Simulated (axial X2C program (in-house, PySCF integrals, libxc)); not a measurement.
## Spin–orbit effects down a group: molecules with Br (ions), HF

All values come from calculations with an axial X2C code built on PySCF integrals, spin-free (one-electron X2C) or two-component (2c: spin–orbit coupling with atomic mean-field Coulomb and Gaunt terms, which also bring small scalar terms), in Dyall basis sets with cores contracted in-house; open shells are unrestricted.

Basis sets: Br dyall-cv3z, Cs dyall-cv3z, H dyall-v3z, K dyall-cv3z, Li dyall-cv3z, Na dyall-cv3z, Rb dyall-cv3z.

| molecule | spin-free state | Re (Å) | ωe (cm⁻¹) | De (eV) | 2c state | Re 2c (Å) | ωe 2c (cm⁻¹) | De 2c (eV) |
| --- | --- | --- | --- | --- | --- | --- | --- | --- |
| HBr⁺ | M_S = 1/2, Λ = 1 | 1.434 | 2580.7 | 2.74 | Ω = 3/2 | 1.435 | 2577.6 | n/a |
| LiBr⁺ | M_S = 1/2, Λ = 1 | 2.550 | 292.0 | 0.43 | Ω = 3/2 | 2.551 | 292.1 | 0.42 |
| NaBr⁺ | M_S = 1/2, Λ = 1 | 2.973 | 131.5 | 0.20 | Ω = 3/2 | 2.973 | 131.7 | 0.19 |
| KBr⁺ | M_S = 1/2, Λ = 1 | 3.512 | 74.6 | 0.06 | Ω = 3/2 | 3.512 | 74.7 | 0.04 |
| RbBr⁺ | M_S = 1/2, Λ = 1 | 3.730 | 51.9 | 0.02 | Ω = 3/2 | 3.730 | 52.0 | 0.01 |
| CsBr⁺ | M_S = 1/2, Λ = 1 | 4.009 | 39.8 | n/a | Ω = 3/2 | 4.008 | 40.0 | n/a |

Fragments in 2c: Br+ + H, Br + Li+, Br + Na+, Br + K+, Rb+ + Br, Cs+ + Br. Each entry is the lowest single determinant of a limited PBE0 search at one distance. De goes to single-determinant-based atoms at the same level (for ions the charge split of lowest energy) and is withheld (n/a) where an atom does not fit its ground term or J level. Main or longest-lived isotopes. One determinant is a doubtful description, or other states lie close, for NaBr⁺, KBr⁺, RbBr⁺, CsBr⁺; these need not be ground states, and all values refer to the states named. Where the atoms have a lower orbital projection than the molecule, De at mean-field level may be about a tenth of an eV too small.
